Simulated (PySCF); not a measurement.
Sr⁺: ionisation energy

Sr⁺ [Kr] 5s1 (2S) → Sr²⁺ [Kr] (1S), as a difference of total energies. Computed with PySCF 2.14 in ANO-RCC-VTZP (7s6p3d1f, 47 functions), with the spin-free X2C one-electron Hamiltonian (Gaussian nucleus). Correlated levels: valence and next inner shell: [Ar] 3d10 frozen. The calculations carry no spin-orbit coupling.

Order these methods by the ionisation energy they give, lowest first.
A. r2SCAN0
B. B3LYP
C. PBE0
D. PBE

A (10.897 eV), C (11.060 eV), D (11.185 eV), B (11.275 eV).

Errors of the correlated levels include the incompleteness of this basis and the frozen core.

For comparison: 11.030 eV (measured; NIST Atomic Spectra Database, ionization energies).
